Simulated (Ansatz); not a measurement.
Relaxation of CH₄BClO (8 atoms, charge 0, multiplicity 1), to a largest force component of 0.02 eV/Å in at most 40 steps.

All numbers below come from RKS PBE-D4/cc-pVDZ (Ansatz 0.2.0).

```xyz
8
Properties=species:S:1:pos:R:3
B 0.000 0.000 0.000
O 0.000 0.000 1.410
H -0.909 -0.281 1.747
C 1.386 0.000 -0.800
H 1.715 -1.046 -0.970
H 1.249 0.508 -1.777
H 2.155 0.538 -0.208
Cl -1.611 0.000 -0.930
```

Task: Where does it end, and by what steps?

Result: The forces met the threshold. The force dipped under the threshold on the way, but the program's further checks kept it going. After 10 steps the energy has fallen by 0.178 eV; Cl8 moved furthest, 0.42 Å.

```json
{"step": "0", "energy less start (eV)": "0.0000", "largest force component (eV/Å)": "1.345", "accepted": "yes"}
{"step": "1", "energy less start (eV)": "-0.0363", "largest force component (eV/Å)": "2.466", "accepted": "yes"}
{"step": "2", "energy less start (eV)": "-0.1160", "largest force component (eV/Å)": "1.629", "accepted": "yes"}
{"step": "3", "energy less start (eV)": "-0.1680", "largest force component (eV/Å)": "0.382", "accepted": "yes"}
{"step": "4", "energy less start (eV)": "-0.1740", "largest force component (eV/Å)": "0.032", "accepted": "yes"}
{"step": "5", "energy less start (eV)": "-0.1753", "largest force component (eV/Å)": "0.140", "accepted": "yes"}
{"step": "6", "energy less start (eV)": "-0.1761", "largest force component (eV/Å)": "0.106", "accepted": "yes"}
{"step": "7", "energy less start (eV)": "-0.1774", "largest force component (eV/Å)": "0.010", "accepted": "yes"}
{"step": "8", "energy less start (eV)": "-0.1777", "largest force component (eV/Å)": "0.053", "accepted": "yes"}
{"step": "9", "energy less start (eV)": "-0.1764", "largest force component (eV/Å)": "0.159", "accepted": "no"}
{"step": "10", "energy less start (eV)": "-0.1780", "largest force component (eV/Å)": "0.003", "accepted": "yes"}
```

```xyz
8
Properties=species:S:1:pos:R:3
B 0.017 -0.072 0.014
O -0.028 0.106 1.364
H -0.942 0.024 1.705
C 1.366 0.007 -0.774
H 1.569 -0.954 -1.293
H 1.310 0.775 -1.573
H 2.223 0.240 -0.113
Cl -1.531 -0.408 -0.857
```

Run time: 30 s on 1 thread of Arm Neoverse V1, with other jobs on the host, peak memory 0.15 GiB.
